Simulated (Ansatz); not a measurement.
`[F][AlH][SiH2]Cl` + `N[SiH2]N[SiH2]O` → `N[SiH2][NH][AlH][F]` + `O[SiH2][SiH2]Cl`  (redistribution)

Computed with Ansatz on PBE0-D4/def2-TZVP structures; ΔE is electronic, products minus reactants. CBS: MP2 limit from def2 TZ/QZ plus the TZ coupled-cluster correction, frozen cores. DFT in def2-TZVPP. B3LYP here is the variant with VWN-RPA as its local correlation; programs differ in this. Each species was taken in one conformer, which may not be the lowest.

```json
{"level": "PBE-D4", "ΔE (kcal/mol)": "-5.7", "difference from CCSD(T)/CBS": "-0.5"}
{"level": "r2SCAN-D4", "ΔE (kcal/mol)": "-6.6", "difference from CCSD(T)/CBS": "-1.4"}
{"level": "B3LYP-D4", "ΔE (kcal/mol)": "-5.8", "difference from CCSD(T)/CBS": "-0.6"}
{"level": "ωB97X-V", "ΔE (kcal/mol)": "-5.3", "difference from CCSD(T)/CBS": "-0.1"}
{"level": "ωB97M-V", "ΔE (kcal/mol)": "-5.4", "difference from CCSD(T)/CBS": "-0.2"}
{"level": "PBE", "ΔE (kcal/mol)": "-5.4", "difference from CCSD(T)/CBS": "-0.2"}
{"level": "PBE0", "ΔE (kcal/mol)": "-4.9", "difference from CCSD(T)/CBS": "0.3"}
{"level": "B3LYP", "ΔE (kcal/mol)": "-5.3", "difference from CCSD(T)/CBS": "-0.1"}
{"level": "HF/def2-TZVPP", "ΔE (kcal/mol)": "-3.9", "difference from CCSD(T)/CBS": "1.3"}
{"level": "MP2/def2-TZVPP", "ΔE (kcal/mol)": "-5.7", "difference from CCSD(T)/CBS": "-0.5"}
{"level": "CCSD/def2-TZVPP", "ΔE (kcal/mol)": "-5.0", "difference from CCSD(T)/CBS": "0.2"}
{"level": "HF/def2-QZVPP", "ΔE (kcal/mol)": "-3.9", "difference from CCSD(T)/CBS": "1.3"}
{"level": "MP2/def2-QZVPP", "ΔE (kcal/mol)": "-5.7", "difference from CCSD(T)/CBS": "-0.5"}
{"level": "HF/CBS(def2)", "ΔE (kcal/mol)": "-3.8", "difference from CCSD(T)/CBS": "1.4"}
{"level": "MP2/CBS(def2)", "ΔE (kcal/mol)": "-5.7", "difference from CCSD(T)/CBS": "-0.5"}
{"level": "CCSD/CBS(def2)", "ΔE (kcal/mol)": "-5.0", "difference from CCSD(T)/CBS": "0.2"}
{"level": "CCSD(T)/CBS", "ΔE (kcal/mol)": "-5.2", "difference from CCSD(T)/CBS": "0"}
```

Largest T1 diagnostic among the species: 0.012.

In def2-TZVPP, CCSD(T) changes the Hartree–Fock value by −1.3 kcal/mol (the triples alone add −0.2 kcal/mol) and MP2 by −1.8 kcal/mol.
